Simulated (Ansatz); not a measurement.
Start from `C[N](C)[InH][SH]` and change one atom or group to get `C[SiH2]N(C)C`.

Ansatz, PBE0-D4/def2-TZVP geometries, multiplicity 1. Each molecule was computed in one conformer, which needn't be the lowest.

Elements past krypton have def2 core potentials.

```tsv
property	`C[N](C)[InH][SH]`
HOMO energy (PBE/def2-TZVPP) / eV	-4.94
size of the dipole moment (ωB97M-V/def2-TZVPP) / D	1.70
HOMO–LUMO gap (ωB97M-V/def2-TZVPP) / eV	8.77
LUMO energy (B3LYP/def2-TZVPP) / eV	-1.23
size of the dipole moment (PBE/def2-TZVPP) / D	1.85
HOMO energy (B3LYP/def2-TZVPP) / eV	-5.93
```

(1) Give the same properties after the change, and the shifts. (An estimate is asked.)

Answers

(1) The calculation gave: 
| property | `C[SiH2]N(C)C` | shift |
| --- | --- | --- |
| HOMO energy (PBE/def2-TZVPP) / eV | -4.95 | -0.01 |
| size of the dipole moment (ωB97M-V/def2-TZVPP) / D | 0.83 | -0.87 |
| HOMO–LUMO gap (ωB97M-V/def2-TZVPP) / eV | 11.06 | 2.29 |
| LUMO energy (B3LYP/def2-TZVPP) / eV | 0.77 | 2.00 |
| size of the dipole moment (PBE/def2-TZVPP) / D | 0.84 | -1.01 |
| HOMO energy (B3LYP/def2-TZVPP) / eV | -6.06 | -0.13 |

With PBE0 the HOMO falls by 0.13 eV and the LUMO rises by 2.02 eV, so the gap widens by about 2.15 eV. PBE moves the HOMO by -0.01 eV and ωB97M-V by -0.19 eV. Dipoles are sizes alone; their direction can turn.

B3LYP here is the variant with VWN-RPA as its local correlation; programs differ in this.
